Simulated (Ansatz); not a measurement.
SiH₃Br⁺, that is SiBrH3 with one electron fewer. Charge 1, multiplicity 2. Geometry PBE-D4/def2-TZVP, that of the neutral singlet; atoms count from 1.

Cartesian coordinates in Å:
```
Si -0.0842 -0.1416 0.0105
Br 1.0558 1.7754 -0.1320
H -0.0363 -0.8167 -1.3183
H -1.4921 0.1758 0.3861
H 0.5568 -0.9929 1.0537
```

Question: Estimate the Mulliken populations from the PBE0/def2-TZVP orbitals of Ansatz.

Answer: 
```
atom  charge (e)  spin (α − β)
 Si1        0.23         -0.02
 Br2        0.39          0.81
  H3        0.15          0.14
  H4        0.12          0.03
  H5        0.12          0.03
```
Mulliken values depend strongly on the basis.

Question: Where does the spin sit?

Answer: Summed by element: Si -0.02, Br 0.81, H 0.21, of 1 unpaired in all. Largest on single atoms: Br2 0.81, H3 0.14, H4 0.03.

Question: And the Mayer bond orders between heavy atoms (over 0.3)?

Answer: Si1–Br2 1.06 (2.23 Å).
